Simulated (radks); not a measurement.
The numbers below are computed, except where a source is named.
Question: Ionisation of He, [He], to He+, 1s1, under several functionals. Dirac Kohn-Sham, spin-unpolarised, spherical densities, finite nucleus; a radial shooting solver on a logarithmic mesh with Libxc functionals. The NIST Atomic Spectra Database gives 24.587 eV (measured). Rank these functionals by the error of their Delta-SCF ionisation energy: exchange-only LDA; RPBE; SOGGA; LDA (Slater exchange, VWN5 correlation); B86b exchange with PBE correlation.

Answer: From best to worst: exchange-only LDA 24.952 eV (+0.365); SOGGA 26.433 eV (+1.846); LDA (Slater exchange, VWN5 correlation) 26.494 eV (+1.907); B86b exchange with PBE correlation 27.068 eV (+2.481); RPBE 27.086 eV (+2.498). Spin polarisation and multiplet splitting are left out, so open shells lie too high by an amount that depends on their filling.

Beside tabulated values, note that spin-unpolarised runs miss the spin-polarisation part of the exchange energy of open shells.
